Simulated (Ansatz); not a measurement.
Relaxation of Cl2F2H2OZr (8 atoms, charge 0, multiplicity 1), to a largest force component of 0.03 eV/Å in at most 50 steps.

These are results of RHF/def2-SVP (Ansatz 0.2.0), not measurements.

```xyz
8
Properties=species:S:1:pos:R:3:forces:R:3
Zr 0.331 0.411 -0.393 0.91 0.78 1.26
Cl -0.986 0.565 3.080 1.27 0.59 -0.32
F 1.415 0.365 -1.943 0.00 0.00 0.00
Cl -1.639 1.608 -0.975 0.00 0.00 0.00
F -0.018 -1.399 0.047 0.00 0.00 0.00
O 1.425 1.339 1.019 -0.92 -0.78 -1.20
H 2.218 1.837 1.139 0.00 -0.01 0.00
H 0.191 1.119 2.839 -1.25 -0.59 0.25
```

**Question.** Where does it end, and by what steps?

**Answer.** The forces met the threshold. After 31 steps the energy has fallen by 0.218 eV; H8 moved furthest, 1.67 Å.

| step | energy less start (eV) | largest force component (eV/Å) | accepted |
| --- | --- | --- | --- |
| 0 | 0.0000 | 1.272 | yes |
| 2 | -0.1022 | 0.785 | yes |
| 4 | -0.1142 | 0.879 | yes |
| 6 | -0.1473 | 0.117 | yes |
| 8 | -0.1514 | 0.214 | no |
| 10 | -0.1622 | 0.043 | yes |
| 12 | -0.1641 | 0.047 | yes |
| 14 | -0.1660 | 0.463 | yes |
| 16 | -0.1726 | 0.162 | yes |
| 18 | -0.1824 | 0.101 | yes |
| 20 | -0.1862 | 0.140 | yes |
| 22 | -0.1884 | 0.624 | yes |
| 24 | -0.2064 | 0.090 | yes |
| 26 | -0.2089 | 0.127 | no |
| 28 | -0.2168 | 0.048 | yes |
| 30 | -0.2173 | 0.077 | yes |
| 31 | -0.2175 | 0.006 | yes |

```xyz
8
Properties=species:S:1:pos:R:3
Zr 0.499 0.450 -0.299
Cl -0.506 0.467 2.991
F 0.942 0.350 -2.143
Cl -1.491 1.812 -0.229
F 0.236 -1.369 0.203
O 1.995 1.246 0.551
H 2.734 1.629 0.991
H -1.473 1.262 2.748
```

Whether the end is a true minimum wasn't checked by a vibrational analysis.

The run took 96 s on 2 threads of Intel(R) Xeon(R) Platinum 8259CL CPU @ 2.50GHz (Skylake/Cascade Lake), with other jobs on the host, peak memory 0.3 GiB.
